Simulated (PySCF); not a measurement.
Telling isomers of C7H8O apart by NMR

How the numbers were obtained: structure optimised with GFN2-xTB, shielding tensors at PBE0/pcSseg-1 (GIAO), in PySCF (one conformer, non-relativistic Hamiltonian, averaged over atoms made equivalent by symmetry, fast rotation or ring inversion, no solvent).

δ = σ(ref) − σ, references computed at the same level: TMS for ¹H, ¹³C. Where no couplings were computed, multiplicities follow the n + 1 count of equivalent neighbours, and m marks all less simple cases (inequivalent or close neighbours, rings, F or P nearby). Shifts are as computed. Against solution values, carbons near 30 ppm lie about +3 ppm off and those near 130 ppm about +5 ppm. Of 1211 compounds with measured shifts, 218 miss one by over three times the rms of a fit or turn the order of signals round; such compounds aren't used in these exercises.

(1) Tabulate the signals of `C=CC1C=COC=C1`, `C#C[C@@H]1[C@H]2CO[C@@H]1C2` and their relative energies.

(2) What is the quickest way to tell C=CC1C=COC=C1 from C#C[C@@H]1[C@H]2CO[C@@H]1C2?

Results:

(1) 
```json
{"SMILES": "C=CC1C=COC=C1", "carbon types": "6×CH 1×CH2", "δC": "153.7, 147.5, 116.7, 110.4, 42.3", "δH": "6.46 (d, 2H), 6.11 (m, 1H), 5.22 (m, 1H), 4.98 (m, 1H), 4.80 (m, 2H), 3.48 (m, 1H)", "E rel. (kcal/mol)": "0.0"}
{"SMILES": "C#C[C@@H]1[C@H]2CO[C@@H]1C2", "carbon types": "1×C 4×CH 2×CH2", "δC": "88.4, 86.3, 77.8, 72.2, 47.2, 44.0, 40.6", "δH": "4.40 (m, 1H), 3.91 (m, 1H), 3.89 (m, 1H), 2.81 (m, 1H), 2.66 (m, 1H), 2.58 (m, 1H), 1.61 (d, 1H), 1.50 (m, 1H)", "E rel. (kcal/mol)": "33.7"}
```

Energies are electronic energies at PBE0/pcSseg-1 on these geometries, without zero-point or thermal terms, each for the one conformer computed, which needn't be the lowest.

(2) Count the carbon signals: 5 against 7. The first has an alkene CH at 153.7 ppm, the second an alkyne carbon (C) at 88.4 ppm. In the proton spectra the most deshielded non-exchanging signals are 6.46 (d, 2H) and 4.40 (m, 1H).
